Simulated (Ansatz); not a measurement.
Relaxation of CH$_{3}$AlClF$_{2}$N (9 atoms, charge 0, multiplicity 1), to a largest force component of 0.015 eV/Å in at most 40 steps.

Computed with RKS PBE0-D4/def2-SVP in Ansatz.

```xyz
9
Properties=species:S:1:pos:R:3:forces:R:3
F -0.607 -0.776 1.603 -0.54 0.16 -0.46
C -0.734 -1.022 0.237 1.74 0.04 -0.19
N 0.460 -0.605 -0.461 2.12 1.81 1.92
Al 0.775 1.318 -0.424 -0.73 -0.13 0.09
F 2.133 2.039 0.369 -1.55 -0.88 -1.10
Cl -0.835 2.614 -1.351 1.69 -1.28 0.93
H -1.590 -0.516 -0.203 -0.52 0.31 0.16
H -0.824 -2.098 0.109 -0.30 -0.56 0.14
H 1.311 -1.001 0.106 -1.90 0.53 -1.51
```

Where does it end, and by what steps?

The forces met the threshold. After 11 steps the energy has fallen by 0.968 eV; F5 moved furthest, 0.73 Å.

| step | energy less start (eV) | largest force component (eV/Å) | accepted |
| --- | --- | --- | --- |
| 0 | 0.0000 | 2.117 | yes |
| 1 | -0.6443 | 1.622 | yes |
| 2 | -0.8007 | 1.817 | yes |
| 3 | -0.8577 | 1.514 | yes |
| 4 | -0.9410 | 0.293 | yes |
| 5 | -0.9564 | 0.148 | yes |
| 6 | -0.9625 | 0.166 | yes |
| 7 | -0.9633 | 0.184 | yes |
| 8 | -0.9650 | 0.213 | yes |
| 9 | -0.9674 | 0.034 | yes |
| 10 | -0.9675 | 0.016 | yes |
| 11 | -0.9676 | 0.007 | yes |

```xyz
9
Properties=species:S:1:pos:R:3
F -1.124 -0.921 1.532
C -0.718 -1.008 0.214
N 0.532 -0.382 -0.003
Al 0.779 1.333 -0.368
F 2.309 1.962 -0.332
Cl -0.836 2.516 -0.937
H -1.494 -0.521 -0.399
H -0.678 -2.082 -0.038
H 1.319 -0.942 0.314
```

Whether the end is a true minimum wasn't checked by a vibrational analysis.

Time of the run: 45 s on 2 threads of Arm Neoverse V1, with other jobs on the host, peak memory 0.24 GiB.
